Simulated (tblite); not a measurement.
Compound: C5H5FNO (doublet state).
Cartesian coordinates in Å at the GFN2-xTB level; atoms count from 1:
```xyz
13
C5H5FNO angstrom
C      2.1725    0.3153    0.0840
N      1.2385   -0.6108   -0.4513
C     -0.0434   -0.4120   -0.2656
C     -1.0432   -1.2626   -0.7655
O     -2.2637   -0.8237   -0.4247
C     -2.0701    0.3001    0.2926
F     -3.1691    0.8943    0.7344
C     -0.7754    0.6314    0.4415
H      2.2777    0.1655    1.1657
H      1.8835    1.3615   -0.0709
H      3.1396    0.1260   -0.3808
H     -0.9694   -2.1558   -1.3503
H     -0.3819    1.4713    0.9731
```

Calculated harmonic vibrations of the isolated species, GFN2-xTB (tblite), most abundant isotopes, no scaling. This tight-binding method is rough: wavenumbers can miss measured ones by several per cent, in bad cases by 10 to 20. One conformer, not necessarily the lowest. Open shells enter through the occupations alone, without spin polarisation, and single modes of such species can be off by tens of per cent. The optimisation stopped once no atom felt more than 0.01 eV/Å.

Lowest wavenumbers of the output (negative numbers stand for imaginary wavenumbers):
```
mode    cm-1
  1     -32.5
  2     142.3
  3     189.9
  4     200.7
  5     366.7
  6     379.7
  7     494.1
  8     576.7
```

Question: Is this structure a minimum?

Answer: Not by this Hessian. 1 mode is imaginary beyond 20i (32i cm⁻¹), so at this level the point lies at or near a first-order saddle. The curvature is small, so loose convergence or finite differences may be the whole cause.

Question: Which atoms move in the imaginary mode?

Answer: 32i: H9 (hydrogen on carbon) 41 %, H11 (hydrogen on carbon) 27 %, H10 (hydrogen on carbon) 27 %. These are shares of the mass-weighted motion.

Question: What is the remedy?

Answer: Step along that mode in both directions, optimise again with tighter thresholds and repeat the frequencies. The zero-point energy of this point (56.5 kcal/mol) counts the 32 real modes alone, and thermal corrections from it aren't those of a minimum.
